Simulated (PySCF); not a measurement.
PySCF input for Si(CCH)(Cl)2(Me) (C3H4Cl2Si), SMILES C#C[Si](Cl)(Cl)C, PBE-D3(BJ)/def2-SVP. The structure is a stationary point at PBE-D3(BJ)/def2-SVP.

```python
import numpy as np
from pyscf import gto, scf, dft, df
from pyscf.hessian import thermo

mol = gto.M(
    atom='''
    C     2.97735843   -0.39627050   -0.00000002
    C     1.77428960   -0.14840648   -0.00000001
    Si   -0.00599297    0.26725968    0.00000001
    C    -0.29824199    2.10724285    0.00000002
    Cl   -0.87072382   -0.58659239    1.68471535
    Cl   -0.87072385   -0.58659236   -1.68471536
    H     4.03653215   -0.62105045   -0.00000004
    H     0.15813653    2.56240805   -0.90159225
    H    -1.38472957    2.32334439    0.00000004
    H     0.15813654    2.56240804    0.90159230
    ''',
    basis='def2-SVP',
    charge=0,
    spin=0,
    max_memory=1600,
    verbose=3,
)
mf = dft.RKS(mol, xc='pbe').density_fit(auxbasis='def2-universal-jkfit')
mf.disp = 'd3bj'
mf.grids.level = 3
mf.conv_tol = 1e-11
mf.max_cycle = 100
mf.kernel()

# [left out here: the lines that compute and print the analytic Hessian (its translational invariance restored by hand, since the grid's response is missing), thermochemistry and intensities]
```

It prints:

```
converged SCF energy = -1325.5355380762

WARN: DFTD3 does not support analytical Hessian, using finite difference


WARN: Mole.unit (angstrom) is changed to Bohr

Mode                                 0                   1                   2
Irrep
Freq [cm^-1]                      102.9301            110.8886            157.7604
Reduced mass [au]                   5.8186              3.9567              1.0368
Force const [Dyne/A]                0.0363              0.0287              0.0152
Char temp [K]                     148.0935            159.5440            226.9821
Normal mode                   x     y     z       x     y     z       x     y     z
       0   C                 0.00  0.00  0.18    0.05  0.15 -0.00   -0.00 -0.00  0.01
       1   C                -0.00 -0.00 -0.00    0.02 -0.03 -0.00   -0.00  0.00 -0.01
       2  Si                -0.00 -0.00 -0.04    0.01 -0.04  0.00   -0.00  0.00 -0.00
       3   C                 0.00 -0.00 -0.04    0.14 -0.02  0.00   -0.00  0.00  0.03
       4  Cl                 0.07 -0.02 -0.01   -0.05 -0.01 -0.02   -0.01  0.01 -0.01
       5  Cl                -0.07  0.02 -0.01   -0.05 -0.01  0.02    0.01 -0.01 -0.01
       6   H                 0.00  0.00  0.33    0.08  0.30 -0.00   -0.00 -0.00  0.02
       7   H                -0.03 -0.01 -0.07    0.18 -0.06  0.00   -0.49 -0.04 -0.24
       8   H                 0.00  0.00 -0.01    0.16  0.08  0.00   -0.00  0.00  0.61
       9   H                 0.03  0.01 -0.07    0.18 -0.06 -0.00    0.49  0.04 -0.24
Mode                                 3                   4                   5
Irrep
Freq [cm^-1]                      173.0647            182.7334            211.9638
Reduced mass [au]                  13.0545              3.0145              4.3508
Force const [Dyne/A]                0.2304              0.0593              0.1152
Char temp [K]                     249.0016            262.9126            304.9688
Normal mode                   x     y     z       x     y     z       x     y     z
       0   C                 0.00  0.05 -0.00    0.00  0.00  0.04    0.09 -0.01  0.00
       1   C                -0.03 -0.07  0.00   -0.00 -0.00 -0.06    0.08 -0.03  0.00
       2  Si                -0.02 -0.07  0.00   -0.00 -0.00 -0.05    0.08 -0.03  0.00
       3   C                -0.02 -0.07 -0.00   -0.00 -0.00  0.17   -0.11 -0.06 -0.00
       4  Cl                 0.02  0.04  0.08    0.01  0.06 -0.02   -0.04  0.03 -0.03
       5  Cl                 0.02  0.04 -0.08   -0.01 -0.06 -0.02   -0.04  0.03  0.03
       6   H                 0.02  0.15 -0.00    0.00  0.00  0.11    0.10  0.01  0.00
       7   H                -0.03 -0.06 -0.00    0.05  0.19  0.29   -0.20  0.02 -0.00
       8   H                -0.02 -0.08  0.00   -0.00 -0.00  0.16   -0.15 -0.27  0.00
       9   H                -0.03 -0.06  0.00   -0.05 -0.19  0.29   -0.20  0.02  0.00
Mode                                 6                   7                   8
Irrep
Freq [cm^-1]                      328.9833            338.1682            456.2963
Reduced mass [au]                   6.8244              6.6262              9.6834
Force const [Dyne/A]                0.4352              0.4465              1.1879
Char temp [K]                     473.3337            486.5487            656.5088
Normal mode                   x     y     z       x     y     z       x     y     z
       0   C                -0.00  0.00  0.04   -0.03  0.05 -0.00   -0.08  0.01  0.00
       1   C                -0.00 -0.00 -0.25   -0.08 -0.22  0.00   -0.06  0.06  0.00
       2  Si                -0.00  0.00  0.02   -0.00  0.04 -0.00   -0.03 -0.06  0.00
       3   C                -0.00  0.00 -0.02   -0.03  0.05 -0.00    0.01 -0.12 -0.00
       4  Cl                -0.03 -0.01  0.03    0.03  0.00 -0.04    0.03  0.04 -0.06
       5  Cl                 0.03  0.01  0.03    0.03  0.00  0.04    0.03  0.04  0.06
       6   H                -0.00  0.00  0.25    0.01  0.24 -0.00   -0.09 -0.02  0.00
       7   H                 0.02 -0.06 -0.04   -0.08  0.08 -0.00    0.05 -0.15  0.00
       8   H                -0.00  0.00 -0.06   -0.05 -0.05  0.00    0.03 -0.05  0.00
       9   H                -0.02  0.06 -0.04   -0.08  0.08  0.00    0.05 -0.15 -0.00
Mode                                 9                  10                  11
Irrep
Freq [cm^-1]                      569.1252            635.1150            704.5019
Reduced mass [au]                   8.7810              5.2940              1.3020
Force const [Dyne/A]                1.6758              1.2582              0.3807
Char temp [K]                     818.8444            913.7891           1013.6214
Normal mode                   x     y     z       x     y     z       x     y     z
       0   C                -0.00 -0.00 -0.01   -0.13  0.03 -0.00    0.03  0.13 -0.00
       1   C                -0.00  0.00  0.03   -0.10  0.04 -0.00   -0.01 -0.05  0.00
       2  Si                 0.00  0.00 -0.14    0.12  0.03  0.00   -0.00  0.01 -0.00
       3   C                 0.00 -0.00 -0.04    0.05 -0.04 -0.00   -0.00 -0.02  0.00
       4  Cl                -0.03 -0.03  0.06   -0.01 -0.01  0.02   -0.00 -0.00  0.00
       5  Cl                 0.03  0.03  0.06   -0.01 -0.01 -0.02   -0.00 -0.00 -0.00
       6   H                -0.00 -0.00 -0.00   -0.14 -0.01  0.00   -0.17 -0.85  0.00
       7   H                -0.02  0.19  0.05   -0.08  0.06 -0.01    0.01 -0.03  0.00
       8   H                 0.00 -0.00  0.07   -0.00 -0.31  0.00    0.00  0.01 -0.00
       9   H                 0.02 -0.19  0.05   -0.08  0.06  0.01    0.01 -0.03 -0.00
Mode                                12                  13                  14
Irrep
Freq [cm^-1]                      705.7527            740.7225            782.4711
Reduced mass [au]                   1.2908              4.3236              1.4453
Force const [Dyne/A]                0.3788              1.3977              0.5214
Char temp [K]                    1015.4210           1065.7347           1125.8018
Normal mode                   x     y     z       x     y     z       x     y     z
       0   C                 0.00  0.00  0.13   -0.03  0.02 -0.00   -0.00  0.00  0.00
       1   C                -0.00 -0.00 -0.05   -0.02  0.02 -0.00   -0.00 -0.00  0.01
       2  Si                -0.00  0.00 -0.00    0.02 -0.12  0.00    0.00 -0.00 -0.06
       3   C                 0.00 -0.00 -0.01    0.00  0.17 -0.00   -0.00  0.00  0.13
       4  Cl                -0.00 -0.00  0.00    0.00  0.01 -0.01   -0.00  0.00  0.01
       5  Cl                 0.00  0.00  0.00    0.00  0.01  0.01    0.00 -0.00  0.01
       6   H                -0.00 -0.00 -0.87   -0.06 -0.09  0.00   -0.00  0.00 -0.05
       7   H                -0.00  0.03  0.01   -0.09  0.27  0.00    0.03 -0.54 -0.14
       8   H                 0.00 -0.00  0.01   -0.02  0.08  0.00   -0.00  0.00 -0.23
       9   H                 0.00 -0.03  0.01   -0.09  0.27 -0.00   -0.03  0.54 -0.14
Mode                                15                  16                  17
Irrep
Freq [cm^-1]                      794.1884           1218.6846           1371.4948
Reduced mass [au]                   1.5984              1.2709              1.0475
Force const [Dyne/A]                0.5940              1.1121              1.1609
Char temp [K]                    1142.6603           1753.4158           1973.2757
Normal mode                   x     y     z       x     y     z       x     y     z
       0   C                 0.04 -0.01  0.00   -0.00 -0.00  0.00   -0.00  0.00  0.00
       1   C                 0.03  0.01  0.00   -0.00  0.00 -0.00    0.00 -0.00  0.00
       2  Si                -0.08  0.01 -0.00    0.00 -0.01  0.00    0.00  0.00 -0.01
       3   C                 0.13 -0.01  0.00   -0.02  0.13 -0.00    0.00  0.00 -0.06
       4  Cl                 0.00 -0.00 -0.00    0.00  0.00 -0.00    0.00  0.00  0.00
       5  Cl                 0.00 -0.00  0.00    0.00  0.00  0.00   -0.00 -0.00  0.00
       6   H                 0.03 -0.04 -0.00   -0.00 -0.00  0.00   -0.00  0.00 -0.00
       7   H                -0.23  0.22 -0.05    0.17 -0.44 -0.18    0.42 -0.22  0.05
       8   H                -0.01 -0.62 -0.00   -0.13 -0.49  0.00    0.00  0.00  0.71
       9   H                -0.23  0.22  0.05    0.17 -0.44  0.18   -0.42  0.22  0.05
Mode                                18                  19                  20
Irrep
Freq [cm^-1]                     1372.2281           2089.7002           2983.4294
Reduced mass [au]                   1.0472              5.9329              1.0343
Force const [Dyne/A]                1.1618             15.2647              5.4239
Char temp [K]                    1974.3307           3006.6134           4292.4907
Normal mode                   x     y     z       x     y     z       x     y     z
       0   C                -0.00  0.00 -0.00   -0.16  0.03  0.00    0.00  0.00  0.00
       1   C                 0.00 -0.00 -0.00    0.21 -0.04 -0.00   -0.00 -0.00  0.00
       2  Si                 0.01  0.00  0.00   -0.01  0.00 -0.00   -0.00  0.00 -0.00
       3   C                 0.06  0.01  0.00   -0.00  0.00  0.00    0.01 -0.05 -0.00
       4  Cl                -0.00  0.00 -0.00   -0.00 -0.00  0.00   -0.00 -0.00  0.00
       5  Cl                -0.00  0.00  0.00   -0.00 -0.00 -0.00   -0.00 -0.00 -0.00
       6   H                -0.00  0.00  0.00   -0.30  0.06 -0.00   -0.00  0.00  0.00
       7   H                -0.46 -0.23 -0.38   -0.00  0.00  0.00    0.24  0.23 -0.47
       8   H                 0.11  0.35 -0.00   -0.00  0.00 -0.00   -0.54  0.10  0.00
       9   H                -0.46 -0.24  0.38   -0.00  0.00 -0.00    0.24  0.23  0.47
Mode                                21                  22                  23
Irrep
Freq [cm^-1]                     3090.8337           3095.4400           3389.1049
Reduced mass [au]                   1.1032              1.1032              1.1575
Force const [Dyne/A]                6.2093              6.2283              7.8331
Char temp [K]                    4447.0215           4453.6489           4876.1674
Normal mode                   x     y     z       x     y     z       x     y     z
       0   C                -0.00  0.00  0.00    0.00  0.00 -0.00   -0.10  0.02 -0.00
       1   C                 0.00  0.00  0.00   -0.00 -0.00  0.00    0.03 -0.01 -0.00
       2  Si                 0.00  0.00 -0.00   -0.00 -0.00 -0.00   -0.00  0.00  0.00
       3   C                 0.00  0.00 -0.09   -0.09 -0.01 -0.00    0.00  0.00  0.00
       4  Cl                -0.00 -0.00  0.00    0.00  0.00 -0.00    0.00 -0.00 -0.00
       5  Cl                 0.00  0.00  0.00    0.00  0.00  0.00    0.00 -0.00  0.00
       6   H                 0.00 -0.00 -0.00    0.00 -0.00 -0.00    0.90 -0.19  0.00
       7   H                -0.28 -0.28  0.54    0.14  0.15 -0.31   -0.00  0.00  0.00
       8   H                -0.00  0.00 -0.01    0.77 -0.16 -0.00   -0.00 -0.00  0.00
       9   H                 0.28  0.28  0.54    0.14  0.15  0.31   -0.00  0.00 -0.00
temperature 298.1500 [K]
pressure 101325.00 [Pa]
Rotational constants [GHz] 1.66788 1.59051 1.20190
Symmetry number 1
Zero-point energy (ZPE) 0.05833 [Eh]   153155.388 [J/mol]
                           tot       elec      trans        rot        vib
Entropy [J/mol/K]       381.563      0.000    170.292    121.342     89.930
Cv [J/mol/K]            117.537      0.000     12.472     12.472     92.594
Cp [J/mol/K]            125.852      0.000     20.786     12.472     92.594
Internal energy [J/mol]                      3718.434   3718.434 168016.191
Internal energy [Eh]   -1325.46871  -1325.53554
Enthalpy [J/mol]                             6197.391   3718.434 168016.191
Enthalpy [Eh]          -1325.46777
Gibbs free energy [J/mol]                  -44575.031 -32459.630 141203.534
Gibbs free energy [Eh] -1325.51110
mode   freq/cm-1   IR/(km/mol)
   1      102.93         0.521
   2      110.89         1.571
   3      157.76         0.033
   4      173.06         0.806
   5      182.73         0.009
   6      211.96         6.963
   7      328.98        13.668
   8      338.17        23.418
   9      456.30        30.629
  10      569.13       122.648
  11      635.11        80.819
  12      704.50        20.673
  13      705.75        27.273
  14      740.72        94.219
  15      782.47        95.475
  16      794.19       123.021
  17     1218.68        23.123
  18     1371.49         3.489
  19     1372.23         3.062
  20     2089.70        53.497
  21     2983.43         0.072
  22     3090.83         0.209
  23     3095.44         0.067
  24     3389.10        52.739
max |gradient| / (hartree/bohr): 2.327874142458449e-05
APT charges: [-0.1629 -0.5646  1.8981 -0.4243 -0.5418 -0.5418  0.218   0.0386  0.0422
  0.0386]
```

Self-consistency was reached.

Cost: around 110 core-seconds (rough).
